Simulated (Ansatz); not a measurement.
C₅H₁₂AlClN₂ (`CC1=[N+](C)[Al-]([CH3])([Cl])[N]1C`). Total charge 0; spin multiplicity 1. All single points use the PBE0-D4/def2-TZVP geometry.

```xyz
21

C     1.979   -1.064   -0.107
C     0.692   -0.322   -0.209
N     0.554    0.975    0.028
C     1.634    1.849    0.384
Al   -1.326    0.836   -0.336
C    -2.580    1.091    1.130
Cl   -1.863    1.699   -2.212
N    -0.471   -0.872   -0.528
C    -0.646   -2.258   -0.851
H     2.119   -1.414    0.920
H     2.822   -0.420   -0.358
H     1.983   -1.934   -0.762
H     1.234    2.843    0.583
H     2.161    1.519    1.287
H     2.371    1.951   -0.422
H    -2.230    0.619    2.053
H    -2.737    2.153    1.340
H    -3.562    0.669    0.893
H    -0.312   -2.924   -0.047
H    -0.118   -2.543   -1.770
H    -1.706   -2.452   -1.016
```

What is the dipole moment at B3LYP/def2-TZVPP? (Best estimate.)

The calculation gave: 5.54 D, with components (4.19, -2.95, 2.08) D in this frame, pointing from negative to positive charge.

And with PBE, r2SCAN, ωB97M-V? (Best estimate.)

Ansatz gave: PBE 5.33 D, r2SCAN 5.49 D, ωB97M-V 5.63 D.

Give the Mulliken charges with B3LYP, ωB97M-V, PBE in def2-TZVPP. (An estimate is asked.)

Ansatz gave: 
```json
{"atom": "C1", "B3LYP": "-0.29", "ωB97M-V": "-0.33", "PBE": "-0.28"}
{"atom": "C2", "B3LYP": "0.24", "ωB97M-V": "0.29", "PBE": "0.19"}
{"atom": "N3", "B3LYP": "-0.22", "ωB97M-V": "-0.25", "PBE": "-0.14"}
{"atom": "C4", "B3LYP": "-0.19", "ωB97M-V": "-0.27", "PBE": "-0.20"}
{"atom": "Al5", "B3LYP": "0.51", "ωB97M-V": "0.47", "PBE": "0.38"}
{"atom": "C6", "B3LYP": "-0.45", "ωB97M-V": "-0.53", "PBE": "-0.44"}
{"atom": "Cl7", "B3LYP": "-0.34", "ωB97M-V": "-0.30", "PBE": "-0.31"}
{"atom": "N8", "B3LYP": "-0.22", "ωB97M-V": "-0.25", "PBE": "-0.13"}
{"atom": "C9", "B3LYP": "-0.19", "ωB97M-V": "-0.27", "PBE": "-0.20"}
{"atom": "H10", "B3LYP": "0.11", "ωB97M-V": "0.14", "PBE": "0.11"}
{"atom": "H11", "B3LYP": "0.11", "ωB97M-V": "0.12", "PBE": "0.10"}
{"atom": "H12", "B3LYP": "0.10", "ωB97M-V": "0.12", "PBE": "0.10"}
{"atom": "H13", "B3LYP": "0.10", "ωB97M-V": "0.11", "PBE": "0.10"}
{"atom": "H14", "B3LYP": "0.10", "ωB97M-V": "0.13", "PBE": "0.10"}
{"atom": "H15", "B3LYP": "0.10", "ωB97M-V": "0.13", "PBE": "0.10"}
{"atom": "H16", "B3LYP": "0.08", "ωB97M-V": "0.10", "PBE": "0.08"}
{"atom": "H17", "B3LYP": "0.08", "ωB97M-V": "0.10", "PBE": "0.09"}
{"atom": "H18", "B3LYP": "0.08", "ωB97M-V": "0.10", "PBE": "0.09"}
{"atom": "H19", "B3LYP": "0.10", "ωB97M-V": "0.13", "PBE": "0.10"}
{"atom": "H20", "B3LYP": "0.10", "ωB97M-V": "0.13", "PBE": "0.10"}
{"atom": "H21", "B3LYP": "0.10", "ωB97M-V": "0.11", "PBE": "0.10"}
```

B3LYP here is the variant with VWN-RPA as its local correlation; programs differ in this.
